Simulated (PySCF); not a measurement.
Species: C₄H₄BF₂ (charge +1).
Structure used (GFN2-xTB), in Å, numbered top down from 1:
```xyz
11
C4H4BF2 angstrom
C     -1.7993   -0.4494    0.1818
C     -0.5863    0.2789    0.0226
C      0.1108    1.4605   -0.1471
C      0.8193    0.2828   -0.0786
B      2.1936   -0.4881   -0.0967
F      2.6640   -0.9345   -1.2155
F      2.8319   -0.6911    1.0088
H     -2.0891   -0.8418   -0.8021
H     -1.6633   -1.3239    0.8217
H     -2.6138    0.1852    0.5328
H      0.1377    2.5241   -0.2536
```

The closed-shell SCF was solved with PySCF and density fitting under several settings on one GFN2-xTB geometry (grid level 2 and gas phase unless stated).

| settings | basis functions | SCF cycles | E (Eh) | HOMO (eV) | LUMO (eV) |
| --- | --- | --- | --- | --- | --- |
| PBE0/pcSseg-1 | 139 | 13 | -378.6904 | -15.58 | -7.48 |
| PBE0/def2-SVPD | 178 | 13 | -378.4618 | -15.58 | -7.49 |
| B97-D/pcJ-1, IEF-PCM cyclohexane, start guess sap | 229 | 15 | -378.9587 | -11.69 | -6.01 |
| HF/STO-3G, IEF-PCM dimethylsulfoxide | 39 | 10 | -372.3446 | -13.05 | 4.30 |

Estimate the rows for these settings: (1) B97-2/aug-pcSseg-1, start guess atom; (2) B3LYP/6-31G*, start guess huckel, fitting basis def2-qzvpp-jkfit; (3) PBE0/pcSseg-1, IEF-PCM tetrahydrofuran, energy threshold 1e-08 Eh, start guess vsap.

```json
{"settings": "B97-2/aug-pcSseg-1, start guess atom", "basis functions": "218", "SCF cycles": "10", "E (Eh)": "-378.9972", "HOMO (eV)": "-15.26", "LUMO (eV)": "-7.46"}
{"settings": "B3LYP/6-31G*, start guess huckel, fitting basis def2-qzvpp-jkfit", "basis functions": "106", "SCF cycles": "17", "E (Eh)": "-379.1367", "HOMO (eV)": "-15.12", "LUMO (eV)": "-7.43"}
{"settings": "PBE0/pcSseg-1, IEF-PCM tetrahydrofuran, energy threshold 1e-08 Eh, start guess vsap", "basis functions": "139", "SCF cycles": "10", "E (Eh)": "-378.7734", "HOMO (eV)": "-11.41", "LUMO (eV)": "-3.26"}
```

Over all rows, what range does the HOMO–LUMO gap span?

From 5.68 eV (B97-D/pcJ-1, IEF-PCM cyclohexane, start guess sap) to 17.35 eV (HF/STO-3G, IEF-PCM dimethylsulfoxide). The functional of the narrowest has no exact exchange, that of the widest 100 % exact exchange.

Compare two rows with the functional PBE0: PBE0/pcSseg-1 and PBE0/def2-SVPD. Which energy is lower, and by how much?

PBE0/pcSseg-1 (139 functions) lies 0.2286 Eh or 143 kcal/mol below PBE0/def2-SVPD (178 functions). The smaller set gives the lower energy; the two sets aren't nested, so the variational bound doesn't order them by size.

B97-D ran without the empirical dispersion term, which would shift the total energy alone. Cycle counts include a coarse-grid stage where the run had one. All basis functions are spherical, in the Pople sets too. The structure is a single GFN2-xTB conformer; no vibrational corrections.
